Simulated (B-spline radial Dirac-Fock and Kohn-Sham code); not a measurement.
## Binding energies of Ir⁴⁺ at several levels of theory

System: Ir⁴⁺, configuration [Xe] 4f14 5d5.

The density-functional columns are spherical, spin-unpolarised Dirac-Kohn-Sham results without Breit or QED terms: −ε is minus the orbital energy of the initial state and ΔSCF the difference of two total energies. The reference in the last column comes from ΔSCF Dirac-Fock with Breit, self-energy and vacuum polarisation, finite nucleus, configuration average. All numbers are from a radial atomic solver, in eV; a selection of levels is shown. The Kohn-Sham columns are given as differences from the reference. For the 1s level of heavy atoms much of the gap between ΔSCF and the reference is the Breit and QED part, -399.1 eV here; for other levels the error of the functional can be larger.

| level | LDA −ε − DF | LDA ΔSCF − DF | PBE −ε − DF | PBE ΔSCF − DF | Dirac-Fock |
| --- | --- | --- | --- | --- | --- |
| K | -200.3 | +387.6 | -138.4 | +451.5 | 76169.1 |
| L1 | -166.5 | -56.9 | -157.5 | -48.2 | 13487.9 |
| L2 | -115.8 | +25.4 | -111.6 | +29.4 | 12886.7 |
| L3 | -132.4 | -12.6 | -130.0 | -10.4 | 11277.5 |
| M1 | -89.7 | -56.7 | -87.3 | -54.4 | 3241.2 |
| M2 | -71.2 | -35.7 | -70.3 | -34.9 | 2974.6 |
| M3 | -70.6 | -38.6 | -70.2 | -38.2 | 2618.1 |
| M4 | -48.5 | -10.1 | -48.8 | -10.4 | 2178.6 |
| M5 | -49.9 | -12.8 | -50.2 | -13.1 | 2103.0 |
| N1 | -49.7 | -33.6 | -48.6 | -32.5 | 758.6 |
| N2 | -41.7 | -25.6 | -41.2 | -25.2 | 645.7 |
| N3 | -41.5 | -26.2 | -40.9 | -25.6 | 561.2 |
| N4 | -29.0 | -13.9 | -29.0 | -13.9 | 376.0 |
| N5 | -29.0 | -14.1 | -29.0 | -14.1 | 360.3 |
| N6 | -11.6 | +2.5 | -12.0 | +2.1 | 123.1 |
| N7 | -11.7 | +2.3 | -12.2 | +1.8 | 120.1 |
| O1 | -14.7 | -5.2 | -15.1 | -5.5 | 159.5 |
| O2 | -9.9 | -0.7 | -10.3 | -1.2 | 121.2 |
| O3 | -9.9 | -1.3 | -10.2 | -1.6 | 107.2 |
| O4,5 | -5.5 | +1.7 | -5.8 | +1.3 | 56.24 |

Values without a named source are computed, but for edge energies of neutral atoms, which are taken from tables.
